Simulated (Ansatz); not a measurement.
C2H3N3 (SMILES c1nc[nH]n1), singlet, geometry from GFN2-xTB. Base run: CCSD/cc-pVDZ (Ansatz, an electronic-structure program).

Input for Ansatz:
Ansatz 0.2 input:
```yaml
crystal:
  periodic: [false, false, false]
  atoms:
    - {symbol: C, position_ang: [1.11923740, -0.03272439, -0.00697492]}
    - {symbol: N, position_ang: [0.42204774, 1.12248960, 0.01417623]}
    - {symbol: C, position_ang: [-0.82487582, 0.72748791, 0.01555713]}
    - {symbol: N, position_ang: [-0.87641108, -0.61852814, -0.00407798]}
    - {symbol: N, position_ang: [0.36888823, -1.10715438, -0.01853564]}
    - {symbol: H, position_ang: [2.18839575, -0.06992044, -0.01372567]}
    - {symbol: H, position_ang: [-1.68578985, 1.36316596, 0.02996358]}
    - {symbol: H, position_ang: [-1.67044963, -1.23947616, -0.00866946]}
basis:
  gaussian:
    orbitals: cc-pVDZ
magnetization: {spin_polarized: false}
correlation: {method: ccsd}
```

Each row names what was changed in the base input (with any setting that the change needs).

```
change                         ΔE vs base (mEh)  MP2 correlation (Eh)  CC correlation without the perturbative part (Eh)  basis functions  core-seconds (rough)
-----------------------------  ----------------  --------------------  -------------------------------------------------  ---------------  --------------------
base                                      0.000              -0.74575                                           -0.76280               85                     5
method = rpa                            -34.968                     -                                                  -               85                     3
electrons = all                         -11.218              -0.75807                                           -0.77402               85                     7
diis_vectors = 2                          0.000              -0.74575                                           -0.76280               85                     6
accuracy = high                          -0.003              -0.74576                                           -0.76280               85                    20
method = bccd                             1.301              -0.74575                                           -0.76150               85                     8
method = ccsd_t                         -31.394              -0.74575                                           -0.76280               85                     8
electrons = outside_noble_gas             0.000              -0.74575                                           -0.76280               85                     5
lower_state_search = off                  0.000              -0.74575                                           -0.76280               85                     5
reference functional = pbe0               4.017                     -                                           -0.77884               85                     8
```
